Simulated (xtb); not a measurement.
Cl3Ge (SMILES [Cl][Ge]([Cl])[Cl]), doublet, geometry from GFN2-xTB. Base run: xtb 6.7.1 with GFN1-xTB.

Here is a job for xtb.
```
$ xtb mol.xyz --gfn 1 --uhf 1 --json

# file mol.xyz
4

Cl    -1.47561963    -1.37868741    -0.28744895
Ge     0.00218824     0.01532854     0.53081660
Cl    -0.45053478     1.95127180    -0.38783493
Cl     1.92203537    -0.60143812    -0.32390030
```

Variants of this job, named by their change:

```csv
change,ΔE vs base (kcal/mol),dipole (D),G_solv (kcal/mol),SCF cycles
base,0.000,2.83,-,10
alpb = acetone,-5.44,2.86,-5.44,10
acc = 30,0.000,2.83,-,8
file = coord,0.000,2.83,-,10
etemp = 3000,-0.220,2.78,-,10
acc = 0.1,0.000,2.83,-,10
gbsa = toluene,-5.19,2.90,-5.21,10
```

ALPB and GBSA are two models with their own fitted parameters for each solvent, which aren't always the measured dielectric constant.
